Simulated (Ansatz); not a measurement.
B$_{2}$Cl$_{2}$F$_{2}$H$_{2}$O$_{2}$ (`F[B@-]1(Cl)[OH+][B@-](F)(Cl)[OH+]1`), one more setting.

```yaml
crystal:
  periodic: [false, false, false]
  atoms:
    - {symbol: F, position_ang: [-1.933103, -0.278655, -0.256292]}
    - {symbol: B, position_ang: [-0.927638, 0.400129, 0.378873]}
    - {symbol: Cl, position_ang: [-1.446850, 1.672986, 1.503251]}
    - {symbol: O, position_ang: [0.116730, 0.900814, -0.619922]}
    - {symbol: B, position_ang: [1.075622, -0.236096, -0.220448]}
    - {symbol: F, position_ang: [2.212030, 0.247889, 0.247004]}
    - {symbol: Cl, position_ang: [1.224159, -1.542917, -1.395988]}
    - {symbol: O, position_ang: [0.155152, -0.512531, 0.968901]}
    - {symbol: H, position_ang: [-0.152430, 0.814113, -1.586965]}
    - {symbol: H, position_ang: [-0.209526, -1.473871, 0.950185]}
basis:
  gaussian: {orbitals: pcseg-2}
total_charge: 1
magnetization: {spin_polarized: true, initial_magnetization: 1}
hamiltonian: {xc: {name: B97}}
```

```sh
$ ansatz run in.yaml --threads 8 --pin off --events-out ev --progress --plain --max-ram 18278MiB
```

It prints (some lines left out):

```
Functional definition: B97
1624 factors; their error is unknown
mean field evaluation 1: about -35937.3079 eV, gradient 7.1e1 eV
mean field evaluation 2: about -35896.7048 eV, gradient 1.2e2 eV
mean field evaluation 4: about -35951.0056 eV, gradient 2.1e1 eV
mean field evaluation 8: about -35954.1094 eV, gradient 4.7e-1 eV
mean field evaluation 16: about -35954.2048 eV, gradient 3.8e-2 eV
mean field evaluation 32: about -35954.2117 eV, gradient 2.5e-2 eV
mean field evaluation 64: about -35954.2109 eV, gradient 2.3e-2 eV
mean field evaluation 160: about -35954.2101 eV, gradient 4.7e-1 eV
mean field -35954.21168651 eV, -1321.2929088392 hartree, gradient 8.0e-6 eV, S^2 0.753007; 7 other end points of the search recorded, 0 dependent functions left out
reference -35954.21171283 eV, -1321.2929098064 hartree; 40, 39 occupied and 236, 237 virtual orbitals, 1624 factors
Total energy: -35954.21171283 eV, -1321.2929098064 hartree
```

It took 2.6 min on 8 threads of an Arm Neoverse V2 on a shared host, with 2.1 GiB of host memory at the peak.
